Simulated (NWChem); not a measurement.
Species: AlH2Br; SMILES [AlH2][Br]

Results from NWChem. Pople sets run with spherical d functions. Medium grid unless said otherwise, to which SCAN and Minnesota functionals are sensitive. Geometry: optimised at PBE0/def2-SVP.

**Question.** What does the run give for MN15-L/6-31G*? Quantities: highest occupied level (eV); orbital gap (eV); dipole (D).

**Answer.** 
| Item | Value |
|---|---|
| highest occupied level (eV) | -7.53 |
| orbital gap (eV) | 5.12 |
| dipole (D) | 1.28 |
